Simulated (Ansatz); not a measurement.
Consider the substitution at a C–B bond: `COBCCl` + `[SiH3][TeH]` → `[SiH3][Te]CCl` + `BOC`.

Gas-phase electronic energies from Ansatz, PBE0-D4/def2-TZVP geometries. CCSD(T)/CBS is the MP2 limit (def2-TZVPP, def2-QZVPP) plus CCSD(T) − MP2 in def2-TZVPP, frozen cores. DFT in def2-TZVPP. B3LYP here is the variant with VWN-RPA as its local correlation; programs differ in this. Elements past krypton have def2 core potentials. For Te outer-core shells are correlated without core-valence functions, which leaves a few kJ/mol of doubt a bond. One conformer a species, not always the lowest.

`COBCCl`:

Z-matrix (Å, degrees):
```
C
O 1 1.414
H 1 1.091 2 108.8
H 1 1.093 2 111.3 3 -120.9
H 1 1.092 2 108.8 3 118.4
B 2 1.341 1 122.2 3 123.7
C 6 1.574 2 118.1 1 176.9
H 6 1.202 2 120.6 1 -1.8
Cl 7 1.797 6 104.5 2 -111.7
H 7 1.090 6 114.0 2 132.2
H 7 1.089 6 114.1 2 5.1
```

`[SiH3][TeH]`:

Cartesian coordinates in Å:
```
Si -0.110 0.185 0.613
Te -0.523 -1.058 -1.510
H -0.183 1.653 0.405
H -1.195 -0.249 1.527
H 1.210 -0.163 1.195
H 0.801 -0.368 -2.230
```

`[SiH3][Te]CCl`:

```xyz
9

Si    0.439    0.992   -1.366
Te    1.226   -0.987   -0.075
C    -0.443   -0.916    1.296
Cl   -0.326   -2.227    2.472
H     1.442    1.202   -2.439
H    -0.900    0.746   -1.962
H     0.357    2.198   -0.502
H    -1.369   -1.036    0.742
H    -0.427    0.028    1.834
```

`BOC`:

Cartesian coordinates in Å:
```
B 0.868 -0.850 0.588
O 0.322 0.372 0.544
C -0.660 0.726 -0.409
H 0.529 -1.694 -0.201
H 1.691 -1.044 1.434
H -0.893 -0.114 -1.070
H -1.565 1.039 0.116
H -0.291 1.565 -1.002
```

Q: Is it downhill or uphill in electronic energy at CCSD(T)/CBS, and by how much? (Estimate.)

A: Computed: Uphill: ΔE = +11.9 kcal/mol.

Q: What do these levels give: PBE-D4, r2SCAN-D4, B3LYP-D4, ωB97M-V, PBE, HF/def2-QZVPP? (An estimate is asked.)

A: The calculation gave: PBE-D4 12.7, r2SCAN-D4 14.1, B3LYP-D4 12.8, ωB97M-V 14.0, PBE 13.4, HF/def2-QZVPP 15.9 kcal/mol.

Largest T1 diagnostic among the species: 0.014.

In def2-TZVPP, CCSD(T) changes the Hartree–Fock value by −2.8 kcal/mol (the triples alone add −0.8 kcal/mol) and MP2 by −4.6 kcal/mol. The D4 term adds −1.2 kcal/mol with B3LYP and −0.6 kcal/mol with PBE0; it sums over pairs of atoms, weighted by their polarisabilities, and B3LYP, whose exchange is more repulsive, gets the larger term. From PBE to PBE0 (25 % exact exchange), in def2-TZVPP and without D4, ΔE moves by +1.1 kcal/mol.
